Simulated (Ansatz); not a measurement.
`[OH][Zr]([OH])([F])[F]`, charge 0, multiplicity 1.

(1) Give a relaxed structure at PBE0-D4/def2-TZVP (Ansatz). (Best estimate.)

Results:

(1) Ansatz gave: 
Z-matrix (Å, degrees):
```
Zr
O 1 1.910
F 1 1.913 2 109.1
O 1 1.910 2 111.7 3 120.6
F 1 1.913 2 109.1 3 -118.8
H 2 0.952 1 171.5 3 -120.5
H 4 0.952 1 171.5 2 -0.1
```
Point group C2v.
